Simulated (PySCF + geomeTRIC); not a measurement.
Species: Br$_{3}$Ga, SMILES `[Br][Ga]([Br])[Br]` (charge 0, multiplicity 1).

Question: Give a relaxed geometry from ωB97X-D3(BJ)/def2-TZVP (PySCF + geomeTRIC).

Answer: the end point of this relaxation (outside a Z-matrix the atoms follow the SMILES, hydrogens last).
Bond lengths (Å): Br1–Ga2 2.249, Ga2–Br3 2.249, Ga2–Br4 2.249. Angles (°): Br1–Ga2–Br3 120.0, Br1–Ga2–Br4 120.1, Br3–Ga2–Br4 119.9.
